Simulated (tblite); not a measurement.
A tight-binding relaxation on `F[Si@@]1([SiH3])C=CC[C@H]1Cl`.

Computed with GFN2-xTB geometry optimisation, gas phase (tblite 0.8.0). Start geometry: from a force field or distance geometry. The input is one job of a driver script: a line of settings, then coordinates in Å.

Command:
```bash
OMP_NUM_THREADS=1 python probes_run.py task.json out
```

Input:
```
{"job": {"kind": "relax", "xc": "GFN2-xTB", "basis": "xTB"}, "charge": 0, "multiplicity": 1}
F      0.126500     1.119500    -2.503700
Si     0.216200     0.527700    -0.986800
Si     2.225500     0.432400    -0.055600
C     -0.909900     1.386900     0.236800
C     -1.366400     0.409200     1.021600
C     -0.906900    -0.932000     0.722100
C     -0.658400    -1.146600    -0.754600
Cl    -2.112400    -1.244300    -1.720800
H      2.586400     1.693100     0.625900
H      2.223200    -0.664200     0.925800
H      3.240500     0.080900    -1.073800
H     -1.135100     2.435300     0.300700
H     -2.079200     0.641500     1.852300
H     -1.604600    -1.678700     1.146500
H      0.119800    -1.065700     1.192600
H      0.027100    -1.986100    -0.940400
```

Output:
```
step      E/eV     max force
  0    -690.54651    2.724
  1    -690.75289    0.722
  2    -690.80016    0.540
  3    -690.86200    0.590
  4    -690.89728    0.494
  5    -690.92386    0.351
  6    -690.93888    0.329
  7    -690.95056    0.334
  8    -690.96517    0.346
  9    -690.98140    0.363
... (57 lines left out)
 67    -691.16542    0.035
 68    -691.16555    0.028
 69    -691.16564    0.022
 70    -691.16572    0.025
 71    -691.16579    0.022
 72    -691.16585    0.016
 73    -691.16588    0.012
 74    -691.16591    0.011
 75    -691.16593    0.012
 76    -691.16594    0.010
```

«max force» is the largest atomic force in eV/Å.

From which step on does the largest force stay under 0.1 eV/Å, and how much energy is left to gain from there?

From step 40 (0.095 eV/Å), 10.5 meV above the end.

Summary of the converged run: energy lowered by 14.3 kcal/mol over 76 steps; largest atomic force 0.010 eV/Å at the end.

Where do the atoms end?

0.552 Å rms from the input after alignment:
```
atom  x, y, z in Å
F1     0.1009    1.0864   -2.2555
Si2    0.3464    0.5373   -0.7477
Si3    2.6133    0.5679   -0.3352
C4    -0.8802    1.3324    0.4322
C5    -1.6170    0.4201    1.0576
C6    -1.3750   -1.0272    0.7582
C7    -0.5511   -1.1592   -0.5241
Cl8   -1.6465   -1.4637   -1.9143
H9     3.0156    1.8571    0.2324
H10    2.9928   -0.4703    0.6289
H11    3.4116    0.3544   -1.5435
H12   -0.9984    2.3856    0.6271
H13   -2.3802    0.6600    1.7849
H14   -2.3203   -1.5688    0.6801
H15   -0.8172   -1.4702    1.5900
H16    0.0976   -2.0330   -0.4824
```

How long does this job take on one thread of an Arm Neoverse N1, on a shared host?

About 1.2 s.
Labels such as C1 count atoms from 1, the log's own numbers from 0.
